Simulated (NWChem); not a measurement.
Species: C2H3I; SMILES C=CI

```xyz
6

C     -0.3446     2.4461     0.0000
C      0.5241     1.4413     0.0000
I     -0.0242    -0.5788     0.0000
H     -1.4269     2.2958     0.0000
H      0.0276     3.4758     0.0000
H      1.6076     1.5829     0.0000
```
Atoms are numbered in this order, from 1.

Results from NWChem. Structure relaxed at the PBE0/def2-SVP level. def2 effective core potentials on I; no spin-orbit coupling. Total energies compare along this basis series because the functional is fixed.

```
level           basis functions  energy (Ha)  highest occupied level (eV)  orbital gap (eV)  dipole (D)  relative time
--------------  ---------------  -----------  ---------------------------  ----------------  ----------  -------------
PBE/def2-SVP                 69    -375.5049                        -5.91              4.47        1.09              1
PBE/def2-SVPD                99    -375.5117                        -6.04              4.35        1.21              2
PBE/def2-TZVP               130    -375.6036                        -6.03              4.40        1.21              4
PBE/def2-TZVPD              160    -375.6041                        -6.05              4.34        1.21              7
PBE/def2-TZVPP              154    -375.6047                        -6.03              4.40        1.21              5
```

Relative times are rough (shared machine, one core).
